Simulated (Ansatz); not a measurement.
Relaxed structures of CH3SSe (charge -1), closed shell (PBE0-D4/def2-TZVPD; forces vanish, vibrations not checked; lower isomers may exist, and structures with a doubtful reference or unclear bonds are left out; Å). Ansatz 0.2.0; basis: def2-TZVPPD; cores frozen in the correlated methods. Filled d shells of the heavier atoms are correlated. The def2 sets are not built for correlating such inner shells, so the correlated values are less sure here.

Task: Rank them by CCSD(T) energy, lowest first, and give each one's height above the lowest. Links in brackets join atoms within 1.22 times the sum of their covalent radii (1.1 for two metals). (Judge from chemistry; the value comes from the calculation.)
A.
CH₃SSe ([S][CH2][SeH]), total charge -1
```
6
angstrom
C 0.1981 -0.3913 0.3164
S 0.9220 -0.7964 -1.2483
Se 1.6132 0.3099 1.5704
H -0.5424 0.4094 0.2643
H 0.7764 0.5692 2.7732
H -0.2294 -1.2496 0.8387
```
B.
CH₃SSe ([CH2][SH][Se]), total charge -1
```
6
angstrom
C -0.7120 -0.3535 -1.2650
S 0.7601 0.1924 -0.6422
Se 1.3592 -0.1800 1.4985
H -1.0197 -1.3491 -0.9440
H -1.4742 0.4080 -1.1031
H 1.6034 -0.7055 -1.1833
```
C.
CH₃SSe ([CH3][S][Se]), total charge -1
```
6
angstrom
C -0.6902 -0.5313 -0.7240
S 1.1101 -0.5448 -0.6152
Se 1.4699 0.5007 1.3012
H -0.9814 -1.0339 -1.6541
H -1.0638 0.4962 -0.7307
H -1.1274 -1.0576 0.1288
```

Result: By the calculation: C (0.000 eV), A (0.691 eV), B (2.063 eV). Heights count from the lowest.

T1 diagnostic: at most 0.016.

For scale, one of the runs: CCSD(T)/def2-TZVPPD, 196 basis functions, launched by `ansatz run in.yaml --threads 2 --pin off --events-out ev --progress --plain --max-ram 4352MiB`. Hardware: 2 CPU threads of an Arm Neoverse V2, shared host. Wall time 77 s; peak host memory 2.2 GiB.
